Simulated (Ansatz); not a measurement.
Start from `O[SiH](F)S[SiH2]F` and change one atom or group to get `O[SiH](F)S[SiH2]Cl`.

Ansatz, PBE0-D4/def2-TZVP geometries, multiplicity 1. Each molecule was computed in one conformer, which needn't be the lowest.

```json
{"property": "HOMO–LUMO gap (ωB97M-V/def2-TZVPP) / eV", "`O[SiH](F)S[SiH2]F`": "11.64"}
{"property": "size of the dipole moment (ωB97M-V/def2-TZVPP) / D", "`O[SiH](F)S[SiH2]F`": "1.36"}
{"property": "HOMO–LUMO gap (PBE/def2-TZVPP) / eV", "`O[SiH](F)S[SiH2]F`": "5.51"}
{"property": "LUMO energy (ωB97M-V/def2-TZVPP) / eV", "`O[SiH](F)S[SiH2]F`": "1.26"}
{"property": "size of the dipole moment (PBE/def2-TZVPP) / D", "`O[SiH](F)S[SiH2]F`": "1.25"}
{"property": "LUMO energy (PBE0/def2-TZVPP) / eV", "`O[SiH](F)S[SiH2]F`": "-0.56"}
```

Question: What does the change do to each property? (Estimate.)

Answer: Computed: 
| property | `O[SiH](F)S[SiH2]Cl` | shift |
| --- | --- | --- |
| HOMO–LUMO gap (ωB97M-V/def2-TZVPP) / eV | 11.85 | 0.21 |
| size of the dipole moment (ωB97M-V/def2-TZVPP) / D | 1.78 | 0.42 |
| HOMO–LUMO gap (PBE/def2-TZVPP) / eV | 5.75 | 0.24 |
| LUMO energy (ωB97M-V/def2-TZVPP) / eV | 1.56 | 0.30 |
| size of the dipole moment (PBE/def2-TZVPP) / D | 1.72 | 0.47 |
| LUMO energy (PBE0/def2-TZVPP) / eV | -0.25 | 0.31 |

With PBE0 the HOMO rises by 0.07 eV and the LUMO rises by 0.31 eV, so the gap widens by about 0.24 eV. PBE moves the HOMO by 0.05 eV and ωB97M-V by 0.09 eV. Dipoles are sizes alone; their direction can turn.

Positive LUMOs are unbound, so they and the gaps depend on the basis.
